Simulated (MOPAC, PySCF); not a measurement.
Si8Cl8 cube `Cl[Si]12[Si]3(Cl)[Si]4(Cl)[Si]1(Cl)[Si]1(Cl)[Si]2(Cl)[Si]3(Cl)[Si]41Cl`, neutral singlet in the gas phase. 

Cartesian coordinates (Å):
SMILES: Cl[Si]12[Si]3(Cl)[Si]4(Cl)[Si]2(Cl)[Si]2([Si]4(Cl)[Si]3(Cl)[Si]21Cl)Cl
```xyz
16

Cl     0.3434     3.0073     2.6608
Si    -0.1189     1.6348     1.1626
Si     1.7004    -0.0611     1.0710
Cl     3.2226     0.5198     2.3693
Si    -0.0638    -1.5778     1.2421
Cl    -0.2049    -3.5542     1.8859
Si    -1.8245    -0.0002     1.2882
Cl    -3.5134     0.0007     2.4876
Si    -1.7032    -0.0572    -1.0750
Cl    -3.2239     0.5304    -2.3723
Si     0.1162     1.6391    -1.1583
Cl    -0.3392     3.0220    -2.6487
Si     1.8228     0.0061    -1.2913
Cl     3.5128     0.0117    -2.4893
Si     0.0633    -1.5731    -1.2432
Cl     0.2103    -3.5484    -1.8893
```
Charge 0, multiplicity 1.

All levels are single points at this geometry (PBE-D3(BJ)/def2-SVP); Pople sets use spherical d functions. Orbital energies aren't observables, and empty levels follow the basis.

```csv
level,HOMO (eV),LUMO (eV),gap (eV),dipole (D),"vertical IE, Delta-SCF (eV)"
B3LYP-D3(BJ)/def2-SVP in PySCF,-6.41,-3.32,3.09,0.02,7.79
PBE-D3(BJ)/def2-SVP in PySCF,-5.84,-3.97,1.87,0.02,7.68
B3LYP/6-31G* in PySCF,-6.65,-3.57,3.08,0.02,8.01
PBE/6-31G* in PySCF,-6.05,-4.17,1.88,0.02,7.86
HF/6-31G* in PySCF,-8.73,-0.63,8.10,0.04,7.91
AM1 in MOPAC,-9.60,-3.05,6.56,0.01,–
PM3 in MOPAC,-8.31,-3.88,4.42,0.02,–
PM6 in MOPAC,-7.50,-3.74,3.76,0.02,–
PM7 in MOPAC,-10.48,-3.34,7.15,0.03,–
```
